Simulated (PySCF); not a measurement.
silylphosphine (H$_{5}$PSi), singlet, geometry from GFN2-xTB.

The PySCF input:
```python
from pyscf import gto, scf, mp

mol = gto.M(
    atom='''
Si   -1.058468    0.091799    0.221558
P     1.099533   -0.072406   -0.339917
H    -1.783741   -0.885060   -0.589350
H    -1.478363    1.454937   -0.099984
H    -1.306348   -0.172699    1.640990
H     1.320502   -1.267441    0.319932
H     1.573497    0.671163    0.725354
''',
    basis='6-31g**',
    charge=0,
    spin=0,
    verbose=4,
)

mf = scf.RHF(mol)
mf.kernel()

pt = mp.MP2(mf, frozen=11)
pt.kernel()
print('E(MP2) = %.10f' % pt.e_tot)
```

Question: What does this run give for the MP2 correlation energy, SCF-reference HOMO energy, nuclear repulsion energy, SCF-reference dipole moment?

Answer: 
```json
{
 "MP2 correlation energy": "-0.1743 Eh",
 "SCF-reference HOMO energy": "-9.95 eV",
 "nuclear_repulsion_energy": "91.4630 Eh",
 "SCF-reference dipole moment": "1.07 D"
}
```
